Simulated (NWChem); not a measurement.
**Basis-set convergence for Cl2Te**

SMILES: Cl[Te]Cl
```xyz
3

Te     0.0000     0.0000    -0.5955
Cl     1.8514     0.0000     0.9108
Cl    -1.8514     0.0000     0.9108
```
Charge 0, spin multiplicity 1.

All runs are NWChem calculations. The geometry was optimised at PBE/def2-SVP with def2 effective core potentials on Te, a minimum by its harmonic frequencies.

Quantity: LUMO energy at the level PBE0.

Effective core potentials replace the inner electrons of Te; spin-orbit coupling is left out. The structure started from a generated list of species.

```json
[
 {"basis": "def2-SVP", "functions": "62", "LUMO energy (eV)": "[?]"},
 {"basis": "def2-SVPD", "functions": "89", "LUMO energy (eV)": "[?]"},
 {"basis": "def2-TZVP", "functions": "124", "LUMO energy (eV)": "-3.11"},
 {"basis": "def2-TZVPP", "functions": "134", "LUMO energy (eV)": "-3.11"},
 {"basis": "def2-TZVPD", "functions": "151", "LUMO energy (eV)": "-3.20"},
 {"basis": "def2-QZVP", "functions": "222", "LUMO energy (eV)": "[?]"}
]
```

Q: Some entries are withheld; supply them.

A: 
- def2-SVP, LUMO energy (eV): -3.01
- def2-SVPD, LUMO energy (eV): -3.37
- def2-QZVP, LUMO energy (eV): -3.16
